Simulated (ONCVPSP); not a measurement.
PW91 ONCV dataset for argon (Ar), scalar-relativistic all-electron reference.

ONCVPSP 4.0.1 input, shortened (lines: element, Z, core and valence counts, functional; n l f; lmax; l rc ep ncon nbas qcut; lloc lpopt rc5 dvloc0; l nproj debl; icmod fcfact rcfact), PW91, scalar-relativistic:

```
  Ar 18.00    3    2  -109134      upf
    1    0    2.00
    2    0    2.00
    2    1    6.00
    3    0    2.00
    3    1    6.00
    1
    0    0.85    0.00    5   10    5.90
    1    1.20    0.00    4    7    7.30
    4    1    0.65    6.00
    0    2    1.40
    1    2    0.80
    3    2.25    1.40
```

Task: Does this generation succeed?

Result: No. ONCVPSP 4.0.1 stopped with "optimize: ERROR ps0norm > uunorm, code will stop": the continuity conditions at rc already need more norm inside rc than the all-electron wave has, so norm conservation cannot be met. It happened in the s channel.
